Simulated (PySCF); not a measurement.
trans-(1R,2R)-1-ethenyl-2-methylcyclopropane (C₆H₁₀), SMILES [C@H]1(C=C)C[C@H]1C. Geometry: B3LYP-D3(BJ)/def2-SVP. One conformer was computed; it need not be the lowest.

Computed equilibrium geometry at B3LYP-D3(BJ)/def2-SVP (PySCF confirms it by a frequency run) as bond lengths and angles (one conformer of several):
Atoms: C1 C2 C3 C4 C5 C6 H7 H8 H9 H10 H11 H12 H13 H14 H15 H16. Bonds (Å): C1–C2 1.337, C1–H7 1.094, C1–H8 1.093, C2–C3 1.486, C2–H9 1.098, C3–C4 1.508, C3–C5 1.528, C3–H10 1.096, C4–C5 1.505, C4–H11 1.094, C4–H12 1.093, C5–C6 1.510, C5–H13 1.096, C6–H14 1.103, C6–H15 1.100, C6–H16 1.103. Angles (°): C2–C1–H7 121.9, C2–C1–H8 121.2, H7–C1–H8 116.9, C1–C2–C3 126.9, C1–C2–H9 118.4, C3–C2–H9 114.7, C2–C3–C4 123.2, C2–C3–C5 121.9, C2–C3–H10 113.0, C4–C3–C5 59.4, C4–C3–H10 115.6, C5–C3–H10 113.6, C3–C4–C5 61.0, C3–C4–H11 117.8, C3–C4–H12 118.0, C5–C4–H11 117.0, C5–C4–H12 119.2, H11–C4–H12 113.9, C3–C5–C4 59.6, C3–C5–C6 121.8, C3–C5–H13 114.1, C4–C5–C6 120.8, C4–C5–H13 115.7, C6–C5–H13 114.2, C5–C6–H14 111.3, C5–C6–H15 111.4, C5–C6–H16 110.8, H14–C6–H15 107.6, H14–C6–H16 107.7, H15–C6–H16 107.9.
